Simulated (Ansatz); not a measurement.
`F[SiH2]C(F)Cl` + `C#CO` → `C#CO[SiH2]F` + `FCCl` at 400 K and 1 bar (ligand exchange at the Si–C bond).

Calculated with Ansatz (gas phase, PBE0-D4/def2-TZVP geometries, no zero-point term in ΔE). CBS: MP2 limit from def2 TZ/QZ plus the TZ coupled-cluster correction, frozen cores. This one scheme is used for every species. One conformer a species, not always the lowest.

| species | CCSD(T)/CBS energy (Eh) | H − E (kJ/mol) | S (J/(mol·K)) |
| --- | --- | --- | --- |
| `F[SiH2]C(F)Cl` | -988.34454 | 136.4 | 369.5 |
| `C#CO` | -152.38380 | 102.4 | 264.4 |
| `C#CO[SiH2]F` | -541.96553 | 143.3 | 360.5 |
| `FCCl` | -598.81139 | 98.2 | 279.0 |

H − E and S are ideal-gas, rigid-rotor, harmonic terms from PBE0-D4/def2-TZVP, for one conformer and one mirror image of each species. 1 Eh = 2625.50 kJ/mol, R = 8.31446 J/(mol·K).

**Question.** By hand: ΔE, ΔH, ΔS and ΔG.

**Answer.** ΔE = (-541.96553) + (-598.81139) − (-988.34454) − (-152.38380) = -0.04858 Eh = -127.5 kJ/mol. Δ(H − E) = 143.3 + 98.2 − 136.4 − 102.4 = 2.7, so ΔH = -124.8 kJ/mol. ΔS = 360.5 + 279.0 − 369.5 − 264.4 = 5.6 J/(mol·K). ΔG = -124.8 − 400 × (5.6)/1000 = -127.0 kJ/mol.

**Question.** By hand: the equilibrium constant, and the temperature at which ΔG would vanish if ΔH and ΔS stayed fixed.

**Answer.** log₁₀ K = −ΔG/(RT ln 10) = 16.6. ΔH and −TΔS have one sign here, so there is no such temperature. One of them is within its doubt of zero, so this could turn.

The number of gas molecules stays the same, so ΔS is small and ΔH decides. A doubt of 5 kJ/mol in ΔE shifts log₁₀ K by 0.7 here. Other conformers and mirror images would add mixing entropy, several J/(mol·K) or more a flexible species. Modes under 60 cm⁻¹, often nearly free rotors, make the harmonic entropy too high. These are equilibria of isolated gas molecules and say nothing of rates. Largest T1 diagnostic: 0.013 (customary marks: 0.02 for closed shells, 0.045 for open ones).
